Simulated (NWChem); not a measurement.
Everything below was run with NWChem. System: F$_{3}$Ga, charge 0, spin multiplicity 1, at a geometry optimised with B3LYP/def2-SVP. The structure started from a generated list of species. Level: constrained PBE0/def2-SVP.

Input file:

```
start mol
memory heap 200 mb stack 900 mb global 1100 mb
geometry units angstroms nocenter noautoz noautosym
  Ga     0.000000     0.000000    -0.000011
  F      0.000000     0.000000     1.733298
  F     -1.501110     0.000000    -0.866631
  F      1.501110     0.000000    -0.866631
end
basis spherical
  * library def2-svp
end
dft
  xc pbe0
  semidirect memsize 60000000 filesize 0
  iterations 100
  convergence nolevelshifting
  cdft 1 1 charge -0.3 pop becke
end
task dft energy
```

NWChem printed:

```
             Northwest Computational Chemistry Package (NWChem) 7.3.0
             --------------------------------------------------------

                                NWChem Input Module
                                -------------------

 Scaling coordinates for geometry "geometry" by  1.889725989
 (inverse scale =  0.529177249)

                             Geometry "geometry" -> ""
                             -------------------------

 Output coordinates in angstroms (scale by  1.889725989 to convert to a.u.)

  No.       Tag          Charge          X              Y              Z
 ---- ---------------- ---------- -------------- -------------- --------------
    1 Ga                  31.0000     0.00000000     0.00000000    -0.00001100
    2 F                    9.0000     0.00000000     0.00000000     1.73329800
    3 F                    9.0000    -1.50111000     0.00000000    -0.86663100
    4 F                    9.0000     1.50111000     0.00000000    -0.86663100

 Effective nuclear repulsion energy (a.u.)     298.3673374976

            Nuclear Dipole moment (a.u.)
            ----------------------------
        X                 Y               Z
 ---------------- ---------------- ----------------
     0.0000000000     0.0000000000    -0.0000321253


 Summary of "ao basis" -> "" (spherical)
 ------------------------------------------------------------------------------
       Tag                 Description            Shells   Functions and Types
 ---------------- ------------------------------  ------  ---------------------
 *                          def2-svp                  on all atoms

                                 NWChem DFT Module
                                 -----------------

 Summary of "ao basis" -> "ao basis" (spherical)
 ------------------------------------------------------------------------------
       Tag                 Description            Shells   Functions and Types
 ---------------- ------------------------------  ------  ---------------------
 Ga                         def2-svp                12       32   5s4p3d
 F                          def2-svp                 6       14   3s2p1d

 Summary of "ao basis" -> "ao basis" (spherical)
 ------------------------------------------------------------------------------
       Tag                 Description            Shells   Functions and Types
 ---------------- ------------------------------  ------  ---------------------
 Ga                         def2-svp                12       32   5s4p3d
 F                          def2-svp                 6       14   3s2p1d

            General Information
            -------------------
          SCF calculation type: DFT
          Wavefunction type:  closed shell.
          No. of atoms     :     4
          No. of electrons :    58
           Alpha electrons :    29
            Beta electrons :    29
          Charge           :     0
          Spin multiplicity:     1
          Use of symmetry is: off; symmetry adaption is: off
          Maximum number of iterations: 100
          AO basis - number of functions:    74
                     number of shells:    30
          Convergence on energy requested:  1.00D-06
          Convergence on density requested:  1.00D-05
          Convergence on gradient requested:  5.00D-04

              XC Information
              --------------
                         PBE0 Method XC Functional
                     Hartree-Fock (Exact) Exchange  0.250
          PerdewBurkeErnzerhof Exchange Functional  0.750
            Perdew 1991 LDA Correlation Functional  1.000 local
           PerdewBurkeErnz. Correlation Functional  1.000 non-local

             Grid Information
             ----------------
          Grid used for XC integration:  medium
          Radial quadrature: Mura-Knowles
          Angular quadrature: Lebedev.
          Tag              B.-S. Rad. Rad. Pts. Rad. Cut. Ang. Pts.
          ---              ---------- --------- --------- ---------
          Ga                  1.30      112           6.0       590
          F                   0.50       49           7.0       434
          Grid pruning is: on
          Number of quadrature shells:   259
          Spatial weights used:  Erf1

          Convergence Information
          -----------------------
          Convergence aids based upon iterative change in
          total energy or number of iterations.
          Levelshifting, if invoked, occurs when the
          HOMO/LUMO gap drops below (HL_TOL):  1.00D-02
          DIIS, if invoked, will attempt to extrapolate
          using up to (NFOCK): 10 stored Fock matrices.

                    Damping( 0%)  Levelshifting(0.0)       DIIS
                  --------------- ------------------- ---------------
          dE  on:    start             N/A                start
          dE off:    2 iters           N/A              100 iters

      Screening Tolerance Information
      -------------------------------
          Density screening/tol_rho:  1.00D-10
          AO Gaussian exp screening on grid/accAOfunc:  14
          CD Gaussian exp screening on grid/accCDfunc:  20
          XC Gaussian exp screening on grid/accXCfunc:  20
          Schwarz screening/accCoul:  1.00D-08

      Superposition of Atomic Density Guess
      -------------------------------------

 Sum of atomic energies:       -2220.85339516

      Non-variational initial energy
      ------------------------------

 Total energy =   -2220.850060
 1-e energy   =   -3697.180067
 2-e energy   =    1177.962670
 HOMO         =      -0.641393
 LUMO         =      -0.108791

------------------------------------------------------------
EAF file 0: "./mol.aoints.0" size=524288 bytes
------------------------------------------------------------
               write      read    awrite     aread      wait
               -----      ----    ------     -----      ----
     calls:        1         0         0         0         0
   data(b): 5.24e+05  0.00e+00  0.00e+00  0.00e+00
   time(s): 0.00e+00  0.00e+00  0.00e+00  0.00e+00  0.00e+00
rate(mb/s): 0.00e+00  0.00e+00
------------------------------------------------------------

   convergence    iter        energy       DeltaE   RMS-Dens  Diis-err    time
 ---------------- ----- ----------------- --------- --------- ---------  ------
 d= 0,ls=0.0,diis     1  -2223.3392552740 -2.52D+03  5.36D-02  1.17D+00     0.8
 CDFT multipliers:
      1       -0.3722858187
      iter =    7
 d= 0,ls=0.0,diis     2  -2221.4822236170  1.86D+00  6.82D-03  1.36D+01     0.9
 CDFT multipliers:
      1       -0.6251817316
      iter =    8
 d= 0,ls=0.0,diis     3  -2221.8514073331 -3.69D-01  5.17D-03  5.76D+00     1.0
 CDFT multipliers:
      1       -0.8813235175
      iter =    7
 d= 0,ls=0.0,diis     4  -2222.0119488499 -1.61D-01  5.57D-03  1.85D+00     1.2
 CDFT multipliers:
      1       -1.1365501119
      iter =    6
 d= 0,ls=0.0,diis     5  -2222.0896431365 -7.77D-02  1.97D-03  8.58D-02     1.3
 CDFT multipliers:
      1       -1.2315074943
      iter =    5
  Resetting Diis
 d= 0,ls=0.0,diis     6  -2222.0923872782 -2.74D-03  1.35D-03  1.53D-02     1.4
 CDFT multipliers:
      1       -1.2093531822
      iter =    5
 d= 0,ls=0.0,diis     7  -2222.0906052499  1.78D-03  9.44D-03  2.57D-02     1.5
 CDFT multipliers:
      1        0.0136530282
      iter =    5
 d= 0,ls=0.0,diis     8  -2221.8830875741  2.08D-01  2.68D-03  9.00D+00     1.7
 CDFT multipliers:
      1       -1.2011457897
      iter =    6
 d= 0,ls=0.0,diis     9  -2221.9942965283 -1.11D-01  5.77D-03  1.02D+00     1.8
 CDFT multipliers:
      1       -1.2062420160
      iter =    5
 d= 0,ls=0.0,diis    10  -2222.0931130344 -9.88D-02  9.36D-05  4.17D-04     1.9
 CDFT multipliers:
      1       -1.2075829641
      iter =    2
 d= 0,ls=0.0,diis    11  -2222.0931433938 -3.04D-05  1.13D-04  5.91D-05     2.0
 CDFT multipliers:
      1       -1.2074941247
      iter =    2
 d= 0,ls=0.0,diis    12  -2222.0931271842  1.62D-05  8.80D-05  2.10D-04     2.1
 CDFT multipliers:
      1       -1.2074523511
      iter =    2
 d= 0,ls=0.0,diis    13  -2222.0931478393 -2.07D-05  6.36D-06  8.54D-07     2.3
 CDFT multipliers:
      1       -1.2074016048
      iter =    2
 d= 0,ls=0.0,diis    14  -2222.0931479226 -8.32D-08  3.39D-06  7.06D-09     2.4
  CDFT final multipliers
      1       -1.2074084350

         Total DFT energy =    -2222.093147924093
      One electron energy =    -3706.908816804044
           Coulomb energy =     1291.893666888661
    Exchange-Corr. energy =     -105.445335506287
 Nuclear repulsion energy =      298.367337497578

 Numeric. integr. density =       57.999997225628

     Total iterative time =      2.3s

                       DFT Final Molecular Orbital Analysis
                       ------------------------------------

 Vector   27  Occ=2.000000D+00  E=-6.435473D-01
              MO Center= -8.7D-06, -6.7D-11, -9.6D-04, r^2= 3.4D+00
   Bfn.  Coefficient  Atom+Function         Bfn.  Coefficient  Atom+Function
  ----- ------------  ---------------      ----- ------------  ---------------
    36      0.419426  2 F  px                52      0.363499  3 F  pz
    66     -0.363495  4 F  pz                39     -0.242382  2 F  px
    50     -0.209957  3 F  px                55     -0.210047  3 F  pz
    64     -0.209956  4 F  px                69      0.210045  4 F  pz
    53      0.121312  3 F  px                67      0.121312  4 F  px

 Vector   28  Occ=2.000000D+00  E=-6.350285D-01
              MO Center=  7.3D-03, -2.1D-09,  8.3D-01, r^2= 2.6D+00
   Bfn.  Coefficient  Atom+Function         Bfn.  Coefficient  Atom+Function
  ----- ------------  ---------------      ----- ------------  ---------------
    37      0.580516  2 F  py                40     -0.309760  2 F  py
    65     -0.292492  4 F  py                51     -0.288082  3 F  py
    68      0.156074  4 F  py                54      0.153721  3 F  py
    29     -0.113838  1 Ga d -1              19      0.088638  1 Ga d -1

 Vector   29  Occ=2.000000D+00  E=-6.350269D-01
              MO Center= -7.3D-03, -1.6D-09, -8.3D-01, r^2= 2.6D+00
   Bfn.  Coefficient  Atom+Function         Bfn.  Coefficient  Atom+Function
  ----- ------------  ---------------      ----- ------------  ---------------
    51      0.504032  3 F  py                65     -0.501486  4 F  py
    54     -0.268948  3 F  py                68      0.267589  4 F  py
    28      0.113838  1 Ga d -2              18     -0.088639  1 Ga d -2

 Vector   30  Occ=0.000000D+00  E=-5.160103D-01
              MO Center=  8.0D-07,  1.3D-07,  8.7D-05, r^2= 3.2D+00
   Bfn.  Coefficient  Atom+Function         Bfn.  Coefficient  Atom+Function
  ----- ------------  ---------------      ----- ------------  ---------------
    13      0.478580  1 Ga py                37      0.375071  2 F  py
    51      0.375035  3 F  py                65      0.375036  4 F  py
    40     -0.262853  2 F  py                54     -0.262834  3 F  py
    68     -0.262834  4 F  py                16      0.229154  1 Ga py
    10     -0.174334  1 Ga py                 7      0.055296  1 Ga py

 Vector   31  Occ=0.000000D+00  E=-5.079952D-01
              MO Center= -9.5D-07, -1.4D-07, -1.3D-04, r^2= 3.1D+00
   Bfn.  Coefficient  Atom+Function         Bfn.  Coefficient  Atom+Function
  ----- ------------  ---------------      ----- ------------  ---------------
    32     -0.353484  1 Ga d  2              38     -0.342711  2 F  pz
     4      0.332267  1 Ga s                  5      0.297619  1 Ga s
    50      0.296839  3 F  px                64     -0.296839  4 F  px
    30     -0.204063  1 Ga d  0              41      0.195368  2 F  pz
    52      0.171402  3 F  pz                66      0.171402  4 F  pz

 Vector   32  Occ=0.000000D+00  E=-2.631278D-01
              MO Center= -1.3D-04,  3.8D-09, -1.8D-01, r^2= 2.5D+00
   Bfn.  Coefficient  Atom+Function         Bfn.  Coefficient  Atom+Function
  ----- ------------  ---------------      ----- ------------  ---------------
    14      0.967951  1 Ga pz                17      0.313839  1 Ga pz
    35     -0.313629  2 F  s                 41      0.292720  2 F  pz
    11     -0.290482  1 Ga pz                38     -0.290182  2 F  pz
    50     -0.226441  3 F  px                64      0.226552  4 F  px
    53      0.217208  3 F  px                67     -0.217325  4 F  px

     ---------------------------------------------
      Total Density - Mulliken Population Analysis
     ---------------------------------------------

    Atom       Charge   Shell Charges
 -----------   ------   -------------------------------------------------------
    1 Ga  31    33.52   2.00  2.00  2.00  1.87 -0.17  6.00  5.98  2.92  0.36  8.03  1.95  0.58
    2 F    9     8.16   1.99  1.26  0.63  2.99  1.29  0.00
    3 F    9     8.16   1.99  1.26  0.63  2.99  1.29  0.00
    4 F    9     8.16   1.99  1.26  0.63  2.99  1.29  0.00

     -------------------------------------------
      Total Density - Lowdin Population Analysis
     -------------------------------------------

    Atom       Charge   Shell Charges
 -----------   ------   -------------------------------------------------------
    1 Ga  31    33.20   2.00  2.00  1.97  1.14  0.26  5.99  5.89  2.41  0.68  7.79  2.12  0.96
    2 F    9     8.27   1.98  1.09  0.71  2.81  1.67  0.01
    3 F    9     8.27   1.98  1.09  0.71  2.81  1.67  0.01
    4 F    9     8.27   1.98  1.09  0.71  2.81  1.67  0.01

 center of mass
 --------------
 x =   0.00000000 y =   0.00000000 z =  -0.00000111

 moments of inertia (a.u.)
 ------------------
         305.735885219128           0.000000000000           0.000000000000
           0.000000000000         611.488183831992           0.000000000000
           0.000000000000           0.000000000000         305.752298612863

     Multipole analysis of the density
     ---------------------------------

     L   x y z        total         alpha         beta         nuclear
     -   - - -        -----         -----         ----         -------
     0   0 0 0     -0.000000    -29.000000    -29.000000     58.000000

     1   1 0 0     -0.000003     -0.000001     -0.000001      0.000000
     1   0 1 0      0.000000      0.000000      0.000000      0.000000
     1   0 0 1     -0.000230     -0.000099     -0.000099     -0.000032

     2   2 0 0    -11.549285    -78.195759    -78.195759    144.842233
     2   1 1 0      0.000000      0.000000      0.000000      0.000000
     2   1 0 1      0.000004      0.000002      0.000002      0.000000
     2   0 2 0    -25.044058    -12.522029    -12.522029      0.000000
     2   0 1 1      0.000000      0.000000      0.000000      0.000000
     2   0 0 2    -11.551020    -78.192739    -78.192739    144.834458

 Task  times  cpu:        2.5s     wall:        2.5s

 Total times  cpu:        2.5s     wall:        2.5s
```
